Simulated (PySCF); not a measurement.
A structure optimised at PBE-D3(BJ)/def2-SVP, used in a PySCF frequency run:

```xyz
6

Zr     0.0000     0.0000     0.0089
F      1.5631    -0.9024     0.6573
F     -1.5631    -0.9024     0.6573
F      0.0000     1.8049     0.6573
O      0.0000     0.0000    -1.9038
H      0.0000     0.0000    -2.8703
```
Charge 0, spin multiplicity 1.

Task: Write its SMILES, formula and point group.

Result: [OH][Zr]([F])([F])[F], F3HOZr, C3v

Task: What are its rotational constants (standard atomic weights)?

Result: 2.7524, 2.7524, 2.7219 GHz
